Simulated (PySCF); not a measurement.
PySCF input (TPSSh/def2-TZVPD):

```python
from pyscf import gto, scf, dft

mol = gto.M(
    atom='''
    O     0.48646371    1.42806095   -1.00680368
    Ge   -0.00769305    0.01501473   -0.01743321
    O    -1.20130562    0.30174007    1.24500000
    O    -0.73125555   -1.13420770   -1.13426977
    O     1.48887317   -0.48209983    0.78269920
    H    -0.82708789    0.69943317    2.03898111
    H    -1.51133733   -1.55794691   -0.75721622
    H     2.24239727   -0.52990586    0.18309185
    ''',
    basis='def2-tzvpd',
    charge=0,
    spin=1,
    verbose=4,
)

mf = dft.UKS(mol, xc='tpssh').density_fit(auxbasis='def2-universal-jkfit')
mf.grids.level = 3
mf.conv_tol = 1e-9
mf.max_cycle = 100
mf.max_memory = 1500
mf.kernel()
if not mf.converged:
    mf = mf.newton()
    mf.kernel(mf.make_rdm1())
for _ in range(2):
    mo, _, stable, _ = mf.stability(return_status=True)
    if stable:
        break
    mf.kernel(mf.make_rdm1(mo, mf.mo_occ))
mf.analyze()
```

Output:

```
PySCF version 2.14.0

[INPUT] verbose = 4
[INPUT] num. atoms = 8
[INPUT] num. electrons = 67
[INPUT] charge = 0
[INPUT] spin (= nelec alpha-beta = 2S) = 1
[INPUT] symmetry False subgroup None
[INPUT] Mole.unit = angstrom
[INPUT] Symbol           X                Y                Z      unit          X                Y                Z       unit  Magmom
[INPUT]  1 O      0.486463710000   1.428060950000  -1.006803680000 AA    0.919283181440   2.698644084686  -1.902583216404 Bohr   0.0
[INPUT]  2 Ge    -0.007693050000   0.015014730000  -0.017433210000 AA   -0.014537757563   0.028373727534  -0.032943992372 Bohr   0.0
[INPUT]  3 O     -1.201305620000   0.301740070000   1.245000000000 AA   -2.270138613701   0.570206093107   2.352709025084 Bohr   0.0
[INPUT]  4 O     -0.731255550000  -1.134207700000  -1.134269770000 AA   -1.381872716568  -2.143341921373  -2.143459216673 Bohr   0.0
[INPUT]  5 O      1.488873170000  -0.482099830000   0.782699200000 AA    2.813562525513  -0.911036643399   1.479087125916 Bohr   0.0
[INPUT]  6 H     -0.827087890000   0.699433170000   2.038981110000 AA   -1.562969593044   1.321737133736   3.853115871062 Bohr   0.0
[INPUT]  7 H     -1.511337330000  -1.557946910000  -0.757216220000 AA   -2.856013635531  -2.944092976512  -1.430931272878 Bohr   0.0
[INPUT]  8 H      2.242397270000  -0.529905860000   0.183091850000 AA    4.237516702772  -1.001376947202   0.345993452140 Bohr   0.0

nuclear repulsion = 423.701329254419
number of shells = 89
number of NR pGTOs = 359
number of NR cGTOs = 241
basis = def2-tzvpd
ecp = {}

******** <class 'pyscf.df.df_jk.DFUKS'> ********
method = DFUKS
initial guess = minao
damping factor = 0
level_shift factor = 0
DIIS = <class 'pyscf.scf.diis.CDIIS'>
diis_start_cycle = 1
diis_space = 8
diis_damp = 0
SCF conv_tol = 1e-09
SCF conv_tol_grad = None
SCF max_cycles = 100
direct_scf = False
number electrons alpha = 34  beta = 33
XC library pyscf.dft.libxc version 7.1.2
    S. Lehtola, C. Steigemann, M. J. T. Oliveira, and M. A. L. Marques,  SoftwareX 7, 1–5 (2018)
XC functionals = tpssh
    V. N. Staroverov, G. E. Scuseria, J. Tao, and J. P. Perdew,  J. Chem. Phys. 119, 12129 (2003)
radial grids:
    Treutler-Ahlrichs [JCP 102, 346 (1995); DOI:10.1063/1.469408] (M4) radial grids

becke partition: Becke, JCP 88, 2547 (1988); DOI:10.1063/1.454033
pruning grids: <function nwchem_prune>
grids dens level: 3
symmetrized grids: False
atomic radii adjust function: <function treutler_atomic_radii_adjust>
small_rho_cutoff = 0
Set gradient conv threshold to 3.16228e-05
tot grids = 106392
******** <class 'pyscf.df.df.DF'> ********
auxbasis = def2-universal-jkfit
init E= -2379.54147142054
  alpha nocc = 34  HOMO = -0.386637706798995  LUMO = -0.0933878365666274
  beta  nocc = 33  HOMO = -0.39000757287696  LUMO = -0.386637706798996
[...]
  beta  nocc = 33  HOMO = -0.303882231627501  LUMO = -0.199342878869949
  HOMO = -0.303882231628  LUMO = -0.19934287887  gap/eV = 2.84466
Extra cycle  E= -2379.82791128739  delta_E= 1.78e-10  |g|= 4.27e-05  |ddm|= 4.34e-05
converged SCF energy = -2379.82791128739  <S^2> = 0.75355613  2S+1 = 2.003553
uhf_internal: lowest eigs of H = [0.01086555 0.1209456  0.20955407]
<class 'pyscf.df.df_jk.DFUKS'> wavefunction is stable in the internal stability analysis
**** SCF Summaries ****
Total Energy =                       -2379.827911287392453
Nuclear Repulsion Energy =             423.701329254418908
One-electron Energy =                -4155.175347509753010
Two-electron Energy =                 1351.646106967941478
Two-electron Coulomb Energy =         1466.231503521806189
DFT Exchange-Correlation Energy =     -114.585396553864655
HOMO-LUMO gap [eV] =                     2.844660682166693
**** MO energy ****
                             alpha | beta                alpha | beta
MO #1   energy= -398.525386488623  | -398.525458176601  occ= 1 | 1
MO #2   energy= -49.6324758897007  | -49.6324330623601  occ= 1 | 1
MO #3   energy= -44.12526246572    | -44.1252495183816  occ= 1 | 1
MO #4   energy= -44.1246849689928  | -44.1246941737085  occ= 1 | 1
MO #5   energy= -44.124449352927   | -44.12442729457    occ= 1 | 1
MO #6   energy= -19.1257102536939  | -19.100084082471   occ= 1 | 1
MO #7   energy= -19.0856451303523  | -19.0843552416833  occ= 1 | 1
MO #8   energy= -19.0816083438244  | -19.0811156662512  occ= 1 | 1
MO #9   energy= -19.0806207328883  | -19.0807577384899  occ= 1 | 1
MO #10  energy= -6.20997511552625  | -6.20997917478522  occ= 1 | 1
MO #11  energy= -4.37716358495363  | -4.37715707286119  occ= 1 | 1
MO #12  energy= -4.37614565873016  | -4.37616546185962  occ= 1 | 1
MO #13  energy= -4.37556533587427  | -4.37557393039736  occ= 1 | 1
MO #14  energy= -1.21958546118007  | -1.21953143046839  occ= 1 | 1
MO #15  energy= -1.2185050698836   | -1.21832472039981  occ= 1 | 1
MO #16  energy= -1.21790033822077  | -1.21729931397098  occ= 1 | 1
MO #17  energy= -1.21053066737557  | -1.21063948830935  occ= 1 | 1
MO #18  energy= -1.20983427688213  | -1.20969779091007  occ= 1 | 1
MO #19  energy= -1.01564761365822  | -1.01133530098579  occ= 1 | 1
MO #20  energy= -0.984109190558129 | -0.982057702883578 occ= 1 | 1
MO #21  energy= -0.978093780798001 | -0.977567621230334 occ= 1 | 1
MO #22  energy= -0.956292163610013 | -0.890556015857115 occ= 1 | 1
MO #23  energy= -0.571326861647705 | -0.568672629624785 occ= 1 | 1
MO #24  energy= -0.506175163398564 | -0.504445857935564 occ= 1 | 1
MO #25  energy= -0.501890596856421 | -0.501541438641617 occ= 1 | 1
MO #26  energy= -0.429161994320147 | -0.413442808150304 occ= 1 | 1
MO #27  energy= -0.405242019099636 | -0.381312830966171 occ= 1 | 1
MO #28  energy= -0.382299500702338 | -0.368836592579044 occ= 1 | 1
MO #29  energy= -0.368898513135271 | -0.358649063489068 occ= 1 | 1
MO #30  energy= -0.357440664766701 | -0.329218330361545 occ= 1 | 1
MO #31  energy= -0.334943710459573 | -0.321150257794003 occ= 1 | 1
MO #32  energy= -0.328959442559172 | -0.319616549545002 occ= 1 | 1
MO #33  energy= -0.321519562537159 | -0.303882231627501 occ= 1 | 1
MO #34  energy= -0.316810354199327 | -0.199342878869949 occ= 1 | 0
MO #35  energy= -0.0500815624456905 | -0.0472476482538866 occ= 0 | 0
MO #36  energy= 0.00606580042718845 | 0.00772587712816293 occ= 0 | 0
MO #37  energy= 0.00911022074807058 | 0.0104709883207329 occ= 0 | 0
MO #38  energy= 0.0319582963076528 | 0.0357011597860147 occ= 0 | 0
MO #39  energy= 0.0487767910252807 | 0.0508472871617487 occ= 0 | 0
MO #40  energy= 0.0668296981228159 | 0.0679491331332795 occ= 0 | 0
MO #41  energy= 0.0692557136292436 | 0.0703100677047747 occ= 0 | 0
MO #42  energy= 0.0751857453107336 | 0.0767590179247462 occ= 0 | 0
MO #43  energy= 0.0800473983575059 | 0.0806201078891459 occ= 0 | 0
MO #44  energy= 0.0807970361546523 | 0.0827593589433804 occ= 0 | 0
MO #45  energy= 0.0950850072156087 | 0.0952401210679948 occ= 0 | 0
MO #46  energy= 0.100657686961616  | 0.103367465671975  occ= 0 | 0
MO #47  energy= 0.104789376775118  | 0.107055218441796  occ= 0 | 0
MO #48  energy= 0.107179520617554  | 0.110623967257175  occ= 0 | 0
MO #49  energy= 0.120118587256431  | 0.120649130179796  occ= 0 | 0
MO #50  energy= 0.129768541546557  | 0.130334197041727  occ= 0 | 0
MO #51  energy= 0.139460334680685  | 0.142743006524446  occ= 0 | 0
MO #52  energy= 0.146432297977022  | 0.146816608387334  occ= 0 | 0
MO #53  energy= 0.150694187097076  | 0.151744247570435  occ= 0 | 0
MO #54  energy= 0.162253081833109  | 0.163011315417413  occ= 0 | 0
MO #55  energy= 0.186557257507228  | 0.18744798577578   occ= 0 | 0
MO #56  energy= 0.198165244740486  | 0.199248533817341  occ= 0 | 0
MO #57  energy= 0.208058536228754  | 0.210609885275331  occ= 0 | 0
MO #58  energy= 0.226498770767171  | 0.227326219968182  occ= 0 | 0
MO #59  energy= 0.229419203537562  | 0.233566466738002  occ= 0 | 0
MO #60  energy= 0.237883253309496  | 0.240989544901167  occ= 0 | 0
MO #61  energy= 0.248901004644288  | 0.249130707900131  occ= 0 | 0
MO #62  energy= 0.253651384614686  | 0.255193224692405  occ= 0 | 0
MO #63  energy= 0.274085928940376  | 0.275902761130006  occ= 0 | 0
MO #64  energy= 0.277822865579668  | 0.278140643609705  occ= 0 | 0
MO #65  energy= 0.280796690549978  | 0.281170497790241  occ= 0 | 0
MO #66  energy= 0.285634064772599  | 0.286235312960477  occ= 0 | 0
MO #67  energy= 0.297028269886072  | 0.301077034770215  occ= 0 | 0
MO #68  energy= 0.310499900849874  | 0.31103879455658   occ= 0 | 0
MO #69  energy= 0.320244144014786  | 0.32105184714826   occ= 0 | 0
MO #70  energy= 0.324686602267137  | 0.325510039493253  occ= 0 | 0
MO #71  energy= 0.327109465871206  | 0.327686209870281  occ= 0 | 0
MO #72  energy= 0.362947101500803  | 0.363802281260762  occ= 0 | 0
MO #73  energy= 0.380835761829541  | 0.383839063524165  occ= 0 | 0
MO #74  energy= 0.394094028026576  | 0.396736250047579  occ= 0 | 0
MO #75  energy= 0.403353226707633  | 0.405310347185653  occ= 0 | 0
MO #76  energy= 0.405093978606338  | 0.406549273085383  occ= 0 | 0
MO #77  energy= 0.417535769814034  | 0.418615829903422  occ= 0 | 0
MO #78  energy= 0.422363489714803  | 0.422960436990631  occ= 0 | 0
MO #79  energy= 0.430098971612462  | 0.433947060560896  occ= 0 | 0
MO #80  energy= 0.445147048647063  | 0.446517239430791  occ= 0 | 0
MO #81  energy= 0.459133203865713  | 0.46427459873674   occ= 0 | 0
MO #82  energy= 0.465864159957484  | 0.467148015506618  occ= 0 | 0
MO #83  energy= 0.484613022562052  | 0.490418929803759  occ= 0 | 0
MO #84  energy= 0.49872332673508   | 0.508777238610201  occ= 0 | 0
MO #85  energy= 0.508682373099968  | 0.513392709096333  occ= 0 | 0
MO #86  energy= 0.51992274766934   | 0.521534106855051  occ= 0 | 0
MO #87  energy= 0.5335162789308    | 0.53659479491582   occ= 0 | 0
MO #88  energy= 0.548928923319125  | 0.551537699338504  occ= 0 | 0
MO #89  energy= 0.55572142001425   | 0.558352450172007  occ= 0 | 0
MO #90  energy= 0.571275307110161  | 0.575210511607412  occ= 0 | 0
MO #91  energy= 0.577788327653739  | 0.578117442252487  occ= 0 | 0
MO #92  energy= 0.602585669333721  | 0.604772044540135  occ= 0 | 0
MO #93  energy= 0.634334942075855  | 0.637155630514382  occ= 0 | 0
MO #94  energy= 0.646463815462277  | 0.647252386590923  occ= 0 | 0
MO #95  energy= 0.65439810351205   | 0.655382153683388  occ= 0 | 0
MO #96  energy= 0.665312359697592  | 0.667650630711158  occ= 0 | 0
MO #97  energy= 0.681092422260112  | 0.682644747506119  occ= 0 | 0
MO #98  energy= 0.687808240571553  | 0.690985597427331  occ= 0 | 0
MO #99  energy= 0.703714508443185  | 0.706095710653316  occ= 0 | 0
MO #100 energy= 0.711054542215238  | 0.712145696505016  occ= 0 | 0
MO #101 energy= 0.728456076262065  | 0.729829229826526  occ= 0 | 0
MO #102 energy= 0.748304165598725  | 0.749925362854292  occ= 0 | 0
MO #103 energy= 0.754793064945485  | 0.756097892538684  occ= 0 | 0
MO #104 energy= 0.785875004022577  | 0.788967575887686  occ= 0 | 0
[...]
```

It need not be the lowest isomer of its formula.
